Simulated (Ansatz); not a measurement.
A structure relaxed at PBE0-D4/def2-TZVP in Ansatz, charge 1, doublet:

```xyz
4

Be   -0.709   -0.077   -1.238
Be   -1.036    0.856    0.486
S     0.709    0.084    1.245
S     1.036   -0.862   -0.493
```

Task: Give its formula and point group.

Result: Be₂S₂⁺. Point group C2v (tolerance 0.1 Å).

Task: Summarise the bond lengths by kind (pairs closer than 1.2 times the sum of covalent radii, bridged metal pairs left out).

Result: 2 × Be–S 2.05 Å; 1 × Be–Be 1.99 Å; 1 × S–S 2.01 Å.

Another isomer (doublet) lies 2.73 eV lower at PBE0-D4/def2-TZVP; other spin states weren't run for this one.
